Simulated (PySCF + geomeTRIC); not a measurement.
The multiplicity is imposed and other spin states were not computed.

Species: [Pt(F)3] (charge 0, multiplicity 2).

Give a relaxed geometry from TPSS-D3(BJ)/def2-SVP in PySCF + geomeTRIC.

the end point of this relaxation.
Cartesian coordinates (Å) in one orientation:
```xyz
4

Pt     0.445    -0.066     0.254
F      1.278    -0.821    -1.255
F     -1.237    -0.005    -0.619
F     -0.251     0.694     1.827
```
